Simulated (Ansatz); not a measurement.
The cluster Be₃S₃, relaxed as a singlet with RKS r2SCAN-D4/def2-SVP in Ansatz, starting from the GFN2-xTB geometry. Force threshold 0.02 eV/Å.

The structure comes from a short search, and lower isomers may exist.

Start:

Cartesian coordinates in Å:
```
Be 0.976 -0.121 3.424
Be -0.578 0.077 -2.252
Be -0.081 0.008 -0.204
S 1.246 0.366 -1.743
S -1.966 -0.294 -0.980
S 0.402 -0.036 1.755
```

Task: Estimate the energy that the relaxation releases and the steps that it takes.

Result: 431.8 kJ/mol, in 21 steps; 62 s on 2 threads of Arm Neoverse V2 on a shared host. No frequencies were taken in this run, so the end may be a saddle point.

Task: Does the start keep its bonding and symmetry?

Result: Bonds lost: Be3–S4 (atoms count from 1). Bonds formed: Be1–S4 (atoms count from 1). The end is the same structure that another start reached, the lowest one found.

Task: Predict the relaxed structure.

Result: 
```xyz
6

Be    1.158    0.130    0.811
Be    0.089    0.202   -1.403
Be   -1.247   -0.333    0.591
S     1.915    0.510   -0.908
S    -1.778   -0.199   -1.245
S    -0.137   -0.311    2.153
```
Bond lengths (bridged metal pairs left out): 6 × Be–S 1.92 Å.
